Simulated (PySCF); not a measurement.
All numbers come from UB3LYP/[Ru def2-SVP with ECP28, O def2-SVP, H def2-SVP], scalar-relativistic core potentials, density fitting, no spin–orbit coupling, PySCF.

```xyz
7
charge 0 multiplicity 2, angstrom
Ru    0.0000    0.0000   -0.0044
O     1.8313   -0.3192   -0.0418
O    -0.6392    1.7455   -0.0418
O    -1.1921   -1.4264   -0.0418
H     2.2439   -0.3911    0.8371
H    -0.7832    2.1388    0.8371
H    -1.4606   -1.7477    0.8371
```

Ru(OH)3 (doublet), along the line from Ru1 (at 0) through O2 (at 1.859 Å). Core electrons replaced by a potential are absent, the electrostatic potential uses the reduced nuclear charge, and values within about 0.7 Å of such atoms have no physical meaning.

Question: Tabulate the fields along this line at 0.84, 1.02, 1.21, 1.39, 1.58, 1.77, 2.05, 2.23, 2.42, 2.60, 2.79, 2.97 Å.

Answer: 
| distance (Å) | electron density (e/Å³) | spin density (e/Å³) | electron localisation function | electrostatic potential (V) |
| --- | --- | --- | --- | --- |
| 0.84 | 1.38 | 0.077 | 0.242 | 30.1 |
| 1.02 | 1.11 | 0.0137 | 0.353 | 17.6 |
| 1.21 | 1.81 | -0.00889 | 0.799 | 18.8 |
| 1.39 | 3.6 | -0.0259 | 0.815 | 43.2 |
| 1.58 | 6.86 | -0.0461 | 0.26 | 142 |
| 1.77 | 135 | -0.0062 | 0.978 | 796 |
| 2.05 | 15 | -0.0192 | 0.139 | 289 |
| 2.23 | 4.89 | -0.00242 | 0.645 | 74 |
| 2.42 | 2.2 | 0.000665 | 0.813 | 22.3 |
| 2.60 | 0.895 | 0.000188 | 0.748 | 6.69 |
| 2.79 | 0.337 | -0.000181 | 0.565 | 1.81 |
| 2.97 | 0.131 | -0.000249 | 0.333 | 0.257 |

With open d or f shells other occupations or spin states may lie lower.
